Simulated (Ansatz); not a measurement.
Sc2N2. Total charge 0; singlet. Geometry r2SCAN-D4/def2-SVP, that of the neutral singlet.

```xyz
4

Sc   -1.248    0.203   -0.472
Sc    1.248   -0.203    0.472
N     0.494    0.458   -1.110
N    -0.494   -0.458    1.110
```

The structure comes from a short search, and lower isomers may exist.

Problem. Estimate the orbital energies around the gap (eV) in Ansatz with PBE-D4/def2-TZVP, r2SCAN-D4/def2-TZVP, PBE0-D4/def2-TZVP.

Solution. 
```json
{"orbital": "HOMO−5", "PBE-D4/def2-TZVP": "-4.68", "r2SCAN-D4/def2-TZVP": "-4.74", "PBE0-D4/def2-TZVP": "-5.68"}
{"orbital": "HOMO−4", "PBE-D4/def2-TZVP": "-4.54", "r2SCAN-D4/def2-TZVP": "-4.56", "PBE0-D4/def2-TZVP": "-5.59"}
{"orbital": "HOMO−3", "PBE-D4/def2-TZVP": "-4.46", "r2SCAN-D4/def2-TZVP": "-4.49", "PBE0-D4/def2-TZVP": "-5.50"}
{"orbital": "HOMO−2", "PBE-D4/def2-TZVP": "-3.99", "r2SCAN-D4/def2-TZVP": "-4.06", "PBE0-D4/def2-TZVP": "-5.15"}
{"orbital": "HOMO−1", "PBE-D4/def2-TZVP": "-3.97", "r2SCAN-D4/def2-TZVP": "-4.01", "PBE0-D4/def2-TZVP": "-4.86"}
{"orbital": "HOMO", "PBE-D4/def2-TZVP": "-3.56", "r2SCAN-D4/def2-TZVP": "-3.59", "PBE0-D4/def2-TZVP": "-4.49"}
{"orbital": "LUMO", "PBE-D4/def2-TZVP": "-2.08", "r2SCAN-D4/def2-TZVP": "-1.63", "PBE0-D4/def2-TZVP": "-1.44"}
{"orbital": "LUMO+1", "PBE-D4/def2-TZVP": "-1.65", "r2SCAN-D4/def2-TZVP": "-1.20", "PBE0-D4/def2-TZVP": "-1.07"}
{"orbital": "LUMO+2", "PBE-D4/def2-TZVP": "-0.68", "r2SCAN-D4/def2-TZVP": "-0.31", "PBE0-D4/def2-TZVP": "0.12"}
{"orbital": "LUMO+3", "PBE-D4/def2-TZVP": "-0.40", "r2SCAN-D4/def2-TZVP": "0.05", "PBE0-D4/def2-TZVP": "0.36"}
{"orbital": "LUMO+4", "PBE-D4/def2-TZVP": "-0.16", "r2SCAN-D4/def2-TZVP": "0.23", "PBE0-D4/def2-TZVP": "0.44"}
{"orbital": "LUMO+5", "PBE-D4/def2-TZVP": "-0.14", "r2SCAN-D4/def2-TZVP": "0.25", "PBE0-D4/def2-TZVP": "0.79"}
{"orbital": "β HOMO", "PBE-D4/def2-TZVP": "-3.56", "r2SCAN-D4/def2-TZVP": "-3.59", "PBE0-D4/def2-TZVP": "-4.49"}
{"orbital": "β LUMO", "PBE-D4/def2-TZVP": "-2.08", "r2SCAN-D4/def2-TZVP": "-1.63", "PBE0-D4/def2-TZVP": "-1.44"}
```
